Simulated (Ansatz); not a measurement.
```yaml
crystal:
  periodic: [false, false, false]
  atoms:
    - {symbol: La, position_ang: [0.144217, -0.301039, 0.108176]}
    - {symbol: Cl, position_ang: [2.308984, 1.184644, 0.329637]}
    - {symbol: Cl, position_ang: [-1.754115, -0.062213, 2.043509]}
    - {symbol: Cl, position_ang: [-0.589072, -0.587797, -2.356383]}
basis:
  gaussian: {orbitals: def2-mTZVPP}
hamiltonian: {xc: {name: HF}, pseudopotentials: {relativity: none}}
correlation: {method: ccsd}
scf: {omitted_lower_state_checks: [starts]}
```

```sh
$ ansatz run in.yaml --threads 4 --pin off --events-out ev --progress --plain --max-ram 3916MiB
```

Shortened log:

```
Functional definition: HF
1110 factors; integrals over basis functions are off by at most 2.0e-4 eV
mean field evaluation 1: about -38364.6241 eV, gradient 2.5e1 eV
mean field evaluation 2: about -38364.6487 eV, gradient 2.5e1 eV
mean field evaluation 4: about -38366.8641 eV, gradient 1.1e0 eV
mean field evaluation 8: about -38366.8845 eV, gradient 1.0e-1 eV
mean field -38366.88462918 eV, -1409.9570041140 hartree, gradient 3.4e-6 eV, S^2 0.000000; 0 other end points of the search recorded, 0 dependent functions left out
15 core orbitals not correlated: weight in the atoms' cores, before any rotation towards them, 1.000 or more for the frozen orbitals, at most 0.000 for the correlated occupied ones
reference -38366.88462918 eV, -1409.9570041140 hartree; 16, 16 occupied and 83, 83 virtual orbitals, 1110 factors
second order -17.38502297 eV of doubles, -0.00000000 eV of singles
cycle   1  -17.96179614 eV  change   -5.8e-1 eV  update   7.9e-2
cycle   2  -18.19577026 eV  change   -2.3e-1 eV  update   2.4e-2
cycle   3  -18.26961369 eV  change   -7.4e-2 eV  update   1.3e-2
cycle   4  -18.26692168 eV  change    2.7e-3 eV  update   3.5e-3
cycle   5  -18.26468536 eV  change    2.2e-3 eV  update   1.2e-3
cycle   6  -18.26445116 eV  change    2.3e-4 eV  update   4.0e-4
cycle   7  -18.26446889 eV  change   -1.8e-5 eV  update   1.4e-4
cycle   8  -18.26450900 eV  change   -4.0e-5 eV  update   4.6e-5
cycle   9  -18.26452369 eV  change   -1.5e-5 eV  update   1.5e-5
Total energy: -38385.14915287 eV, -1410.6282129795 hartree
Checks for a lower state left out: starts
```

Hardware: 4 threads of Arm Neoverse V2 on a shared host. Wall time 3 s.

In the def2 sets La takes a core potential; there is no spin–orbit coupling. Correlated methods freeze 15 core orbitals; core or outer-core shells of La are correlated, in sets that lack core-valence functions.
